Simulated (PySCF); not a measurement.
## Si(eta1-allyl)4: computed shieldings and shifts

Si(eta1-allyl)4, C12H20Si, point group C1.

Geometry:
```
atom   x (Å)   y (Å)   z (Å)
 Si1  -0.173   0.177  -0.176
  C2  -0.121   0.206   1.722
  C3   0.472  -1.009   2.348
  C4   1.621  -1.061   3.029
  H5  -1.170   0.332   2.047
  H6   0.423   1.114   2.034
  H7  -0.089  -1.943   2.213
  H8   2.226  -0.164   3.199
  H9   1.997  -2.001   3.439
 C10   1.571   0.216  -0.923
 C11   2.352  -1.031  -0.685
 C12   2.576  -1.992  -1.587
 H13   2.080   1.098  -0.497
 H14   1.452   0.406  -2.004
 H15   2.730  -1.172   0.334
 H16   2.212  -1.908  -2.617
 H17   3.135  -2.895  -1.328
 C18  -1.115   1.713  -0.770
 C19  -0.531   2.976  -0.236
 C20   0.277   3.808  -0.901
 H21  -2.165   1.590  -0.453
 H22  -1.103   1.704  -1.873
 H23  -0.767   3.210   0.811
 H24   0.547   3.629  -1.947
 H25   0.691   4.700  -0.425
 C26  -1.082  -1.373  -0.783
 C27  -2.404  -1.542  -0.116
 C28  -3.593  -1.205  -0.627
 H29  -0.420  -2.235  -0.597
 H30  -1.193  -1.280  -1.877
 H31  -2.378  -1.947   0.904
 H32  -3.687  -0.798  -1.639
 H33  -4.515  -1.333  -0.055
```

GIAO calculations in PySCF on the PBE0-D3(BJ)/def2-SVP structure: isolated species, non-relativistic, equivalent atoms averaged; basis pcSseg-1.

(1) Give the isotropic shieldings (ppm) with KT2, PBE0.

(2) And the chemical shifts, against references computed in the same way?

(3) Which part of the shielding of Si1 depends on the functional?

Answers

(1) 
| atoms | environment | KT2 | PBE0 |
| --- | --- | --- | --- |
| Si1 | silicon bonded to 4 C | 367.4 | 354.2 |
| C3/C11/C19/C27 | carbon bonded to 2 C, H | 49.2 | 40.0 |
| C4/C12/C20/C28 | carbon bonded to C, 2 H | 72.0 | 63.7 |
| C2/C10/C18/C26 | carbon bonded to C, Si, 2 H | 158.4 | 161.4 |
| H7/H15/H23/H31 | hydrogen on a carbon bonded to 2 C | 25.27 | 25.23 |
| H8/H9/H16/H17/H24/H25/H32/H33 | hydrogen on a carbon bonded to C | 26.20 | 26.10 |
| H5/H6/H13/H14/H21/H22/H29/H30 | hydrogen on a carbon bonded to C, Si | 29.41 | 29.65 |
| HOMO–LUMO gap (eV) | – | 4.74 | 6.80 |

(2) 
| atoms | nucleus, reference | KT2 | PBE0 |
| --- | --- | --- | --- |
| Si1 | ²⁹Si, TMS | -6.4 | -2.2 |
| C3/C11/C19/C27 | ¹³C, TMS | 134.1 | 144.4 |
| C4/C12/C20/C28 | ¹³C, TMS | 111.3 | 120.7 |
| C2/C10/C18/C26 | ¹³C, TMS | 24.8 | 23.0 |
| H7/H15/H23/H31 | ¹H, TMS | 5.91 | 6.04 |
| H8/H9/H16/H17/H24/H25/H32/H33 | ¹H, TMS | 4.98 | 5.17 |
| H5/H6/H13/H14/H21/H22/H29/H30 | ¹H, TMS | 1.77 | 1.62 |

(3) Diamagnetic: KT2 892, PBE0 888 ppm; paramagnetic: KT2 -524, PBE0 -534 ppm.
